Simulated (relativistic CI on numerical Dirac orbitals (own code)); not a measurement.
**Sensitivity of the levels of Cu+ to α and to the nuclear radius**

Calculated at this level of theory: Dirac-Coulomb-Breit CI, separate exchange-only KLI orbitals for each configuration, valence Slater integrals scaled by 0.85, P86 correlation energy added to each configuration, derivatives by finite differences, QED left out (own radial code, finite nucleus).

CI space (outside the closed core [Ar]): 3d¹⁰, 3d⁹4s, 3d⁹4p, 3d⁸4s², 3d⁹4d, 3d⁸4s4p, 3d⁹4f, 3d⁸4s4d. Levels of other configurations are missing.

With x = (α/α₀)² − 1 an excitation energy changes as ω = ω₀ + qx; K = 2q/ω₀ is the relative enhancement. Terms are leading LS components, so labels can repeat. The field-shift factor is F = δν/δ⟨r²⟩ for the transition from the lowest level.

Lowest level 3d¹⁰ ¹S0.

```
     Level  ω₀ (cm⁻¹)  q (cm⁻¹)  F (GHz/fm²)
 3d⁹4s ³D3    11220.5     -4516         1.69
 3d⁹4s ³D2    12153.7     -3824         1.69
 3d⁹4s ³D1    13194.2     -2579          1.7
 3d⁹4s ¹D2    16022.3     -3040         1.59
3d⁹4p ³P°2    53057.4     -2976        0.503
3d⁹4p ³P°1    54450.4     -1665        0.507
3d⁹4p ³F°3    55225.0     -3050        0.497
3d⁹4p ³F°4    55275.0     -2612        0.494
3d⁹4p ³P°0    55312.6    -673.2        0.512
3d⁸4s² ³F4    55755.3    -10120         3.99
3d⁹4p ³F°2    56482.7     -1690        0.505
3d⁹4p ¹F°3    57412.1     -2090        0.506
3d⁸4s² ³F3    57524.7     -8361            4
3d⁹4p ¹D°2    58117.6     -2353        0.514
3d⁹4p ³D°3    58322.3     -1387        0.514
3d⁸4s² ³F2    58689.7     -7358            4
3d⁹4p ³D°1    59421.6     -1109        0.522
3d⁹4p ³D°2    59782.4    -897.4        0.523
3d⁹4p ¹P°1    61009.4     -1588        0.475
3d⁸4s² ¹D2    71915.8     -9525         4.02
3d⁸4s² ³P2    75467.8     -8352         4.03
3d⁸4s² ³P1    75909.0     -8370         4.03
3d⁸4s² ³P0    76226.8     -8174         4.03
```

Correlation outside the listed configurations is missing or only estimated: errors of thousands of cm⁻¹ between configurations and terms are usual at this charge. Rates and lifetimes follow the computed energies and can be off by large factors. The fine structure of a lone outer electron comes out too small, for d and f at times inverted, and misplaced configurations move strength between like terms.

Which transition from the lowest level has the largest |K|?

3d⁹4s ³D3 at 11220.5 cm⁻¹, K = -0.805.
